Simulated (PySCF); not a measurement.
An unknown shows these calculated signals:

¹H NMR (600 MHz, computed): δ 7.90 (m, 1H), 7.84 (m, 1H), 7.22 (m, 1H), 6.96 (m, 1H), 6.66 (d, 1H), 3.76 (s, 3H), 1.02 (s, 3H).

¹³C{¹H} NMR (computed): δ 195.8 (C), 159.8 (CH), 157.7 (CH), 144.1 (CH), 135.7 (CH), 126.3 (CH), 54.5 (CH3), 9.1 (CH3).

Fast rotation and ring inversion assumed for equivalent nuclei, isolated molecule, a single conformation, non-relativistic. Geometry: PBE0-D3(BJ)/def2-SVP; CAM-B3LYP/pcSseg-1 with gauge-including orbitals; PySCF 2.14.

Chemical shifts δ = σref − σ; TMS for ¹H (σref 31.33), ¹³C (σref 182.45), all at this level.

Q: Which of these does the molecule contain: a ketone, an N-methyl group, an ester, a methoxy group, a non-aromatic C=C double bond?

A: 
- A ketone: no.
- An N-methyl group: no.
- An ester: no.
- A methoxy group: yes (δC 54.5; δH 3.76 (s)).
- A non-aromatic C=C double bond: yes.

The data belong to `COC1=CC=CC=CB1C`, C₈H₁₁BO; they needn't prove each group on their own.

Carbon signals by region: 1 in the far downfield region (above 160 ppm), 5 in the sp2 and nitrile region (100–160 ppm), 1 at 50–100 ppm, 1 below 50 ppm. Above 160 ppm: 195.8, alkene carbon bearing oxygen.

A carbon bonded to boron is broadened by the quadrupolar boron nucleus and is often missing from a measured spectrum. Shifts are as computed, not scaled to solution data. Of 1309 compounds with measured shifts, 239 miss one by over three times the rms of a fit or turn the order of signals round; such compounds aren't used in these exercises. Multiplicities follow the n + 1 count of equivalent neighbours, as no J values were calculated; m marks all less simple cases, F and P coupling included.
